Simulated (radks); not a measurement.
Dipole-allowed excitations along the series with 2 electrons in [He]. Calculated with a radial shooting solver on a logarithmic mesh with Libxc functionals: scalar-relativistic Kohn-Sham, LDA (Slater exchange, Perdew-Wang correlation), spin-unpolarised, spherical densities, finite nucleus; Fermi nuclear charge, rms radius of each element as measured or else 0.836 A^(1/3) + 0.57 fm. Time-dependent linear response with the Hartree and adiabatic LDA kernel, continuum included through the Sternheimer equations, no spin-orbit coupling, so fine structure and intercombination lines are absent. Lines are the poles of the dipole polarisability below minus the highest occupied eigenvalue, found on a grid refined at the orbital gaps; the lowest seven at most are given, and weak or close lines can be missed. The first line takes the name of the lowest orbital gap if no other gap lies below it; otherwise a line is named after a gap within 0.6 % of it, if that gap stands alone.

| species | -e(HOMO) (eV) | lowest orbital gap (eV) | first line (eV) | f | static alpha (bohr^3) |
|---|---|---|---|---|---|
| Mg10+ | 1681.9 | 1s-2p 1320.3 | 1323.3 (1s-2p) | 0.696 | 0.0005006 |
| Al11+ | 1999.1 | 1s-2p 1563.6 | 1567.2 (1s-2p) | 0.706 | 0.0003587 |
| Si12+ | 2343.7 | 1s-2p 1827.6 | 1831.8 (1s-2p) | 0.715 | 0.0002637 |
| P13+ | 2716.0 | 1s-2p 2112.4 | 2117.2 (1s-2p) | 0.722 | 0.0001981 |
| S14+ | 3115.9 | 1s-2p 2418.0 | 2423.6 (1s-2p) | 0.728 | 0.0001516 |
| Cl15+ | 3543.6 | 1s-2p 2744.5 | 2750.9 (1s-2p) | 0.734 | 0.0001180 |
